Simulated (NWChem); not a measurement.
Molecule: CH₆BClGe; SMILES [B](C)([GeH3])Cl

**Question.** Give the equilibrium geometry at PBE0/def2-SVP (NWChem) as an XYZ file, with the point group.

**Answer.** point group C1; any orientation.
```
10

B     -0.4440     0.6725    -0.1088
Cl     0.8167     1.8761    -0.3682
Ge     0.1709    -1.3104    -0.0429
H      0.7115    -1.7409    -1.4231
H      1.3130    -1.5060     0.9747
H     -0.9736    -2.2767     0.3314
C     -1.9205     1.1297     0.0824
H     -2.1669     0.9857     1.1525
H     -2.6230     0.4780    -0.4625
H     -2.1089     2.1824    -0.1722
```
